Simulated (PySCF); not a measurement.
Point-charge models of `F[C@H]1C=CC2=CC=CC=C2C1` against its computed dipole.

Coordinates (GFN2-xTB, Å) and charges (e) from the PBE0/pcSseg-1 density (PySCF):

| atom | x | y | z | Mulliken | IAO | Hirshfeld | ESP-fitted |
| --- | --- | --- | --- | --- | --- | --- | --- |
| F1 | -2.145 | -0.634 | 1.896 | -0.3402 | -0.3382 | -0.1345 | -0.2874 |
| C2 | -2.245 | -0.502 | 0.509 | +0.2180 | +0.1726 | +0.0625 | +0.4853 |
| C3 | -2.177 | 0.955 | 0.160 | -0.1221 | -0.1798 | -0.0601 | -0.3366 |
| C4 | -1.015 | 1.535 | -0.136 | -0.0275 | -0.1312 | -0.0388 | -0.1357 |
| C5 | 0.232 | 0.792 | -0.160 | -0.0934 | -0.0158 | -0.0086 | +0.0205 |
| C6 | 1.460 | 1.448 | -0.192 | -0.0291 | -0.1482 | -0.0474 | -0.1820 |
| C7 | 2.639 | 0.727 | -0.185 | -0.0627 | -0.1553 | -0.0523 | -0.2052 |
| C8 | 2.602 | -0.657 | -0.145 | -0.0564 | -0.1474 | -0.0472 | -0.1170 |
| C9 | 1.385 | -1.318 | -0.115 | -0.0516 | -0.1567 | -0.0512 | -0.3098 |
| C10 | 0.197 | -0.607 | -0.123 | -0.2468 | +0.0131 | +0.0088 | +0.3328 |
| C11 | -1.132 | -1.307 | -0.154 | -0.0700 | -0.2831 | -0.0772 | -0.5329 |
| H12 | -3.227 | -0.927 | 0.262 | +0.0979 | +0.1411 | +0.0440 | +0.0153 |
| H13 | -3.093 | 1.521 | 0.231 | +0.1001 | +0.1539 | +0.0489 | +0.1579 |
| H14 | -0.964 | 2.594 | -0.343 | +0.0825 | +0.1535 | +0.0535 | +0.1465 |
| H15 | 1.483 | 2.528 | -0.216 | +0.0693 | +0.1494 | +0.0498 | +0.1561 |
| H16 | 3.588 | 1.242 | -0.208 | +0.0887 | +0.1537 | +0.0505 | +0.1608 |
| H17 | 3.521 | -1.224 | -0.137 | +0.0890 | +0.1540 | +0.0511 | +0.1493 |
| H18 | 1.360 | -2.398 | -0.082 | +0.0662 | +0.1487 | +0.0498 | +0.1726 |
| H19 | -1.415 | -1.473 | -1.199 | +0.1515 | +0.1589 | +0.0491 | +0.1448 |
| H20 | -1.060 | -2.282 | 0.333 | +0.1364 | +0.1569 | +0.0491 | +0.1648 |

**Question.** Compute μ = Σ q r for each scheme (1 e·Å = 4.803 D) and compare with the dipole of the full density.

**Answer.** The full density gives (0.20, 0.04, -1.85) D, 1.86 D in size; dipole vectors point from the negative to the positive end.

| scheme | μx | μy | μz | size (D) | share of the full size (%) | angle to the full dipole (°) |
| --- | --- | --- | --- | --- | --- | --- |
| Mulliken | -0.59 | -0.52 | -3.02 | 3.12 | 168 | 20 |
| IAO | 0.01 | 0.06 | -3.07 | 3.07 | 165 | 6 |
| Hirshfeld | 0.20 | 0.06 | -1.22 | 1.24 | 67 | 3 |
| ESP-fitted | 0.20 | 0.03 | -1.92 | 1.93 | 104 | 0 |

**Question.** Which set comes closest?

**Answer.** Length of the difference vector: ESP-fitted 0.08 D, Hirshfeld 0.62 D, IAO 1.24 D, Mulliken 1.52 D. Closest: ESP-fitted. ESP charges are fitted to the potential around the molecule, whose slowest-falling term is the dipole's. The schemes that divide the density aren't constrained to reproduce the dipole.

**Question.** What is left for the Hirshfeld atoms' own dipoles?

**Answer.** The shares of the density sum to the whole, so what Σ q r misses lies in dipoles about the nuclei. The atomic dipoles sum to (0.20, 0.04, -1.85) − (0.20, 0.06, -1.22) = (0.00, -0.02, -0.63) D, 0.62 D in size.

**Question.** With the origin at the mean of the coordinates, (0.000, 0.001, 0.000) Å, which are the largest single terms, by size, of the IAO dipole along the direction of the full one?

**Answer.** F1 +3.46, H19 +0.77, C2 -0.63, H16 +0.46, H12 -0.42 D; all 20 atoms together +3.05 D. The single terms depend on the origin, their sum doesn't.

**Question.** Give the size of the full dipole in other units.

**Answer.** 1.86 D = 0.731 au = 0.387 e·Å = 6.19 × 10⁻³⁰ C·m.

Geometry: GFN2-xTB, one conformer, isolated molecule.
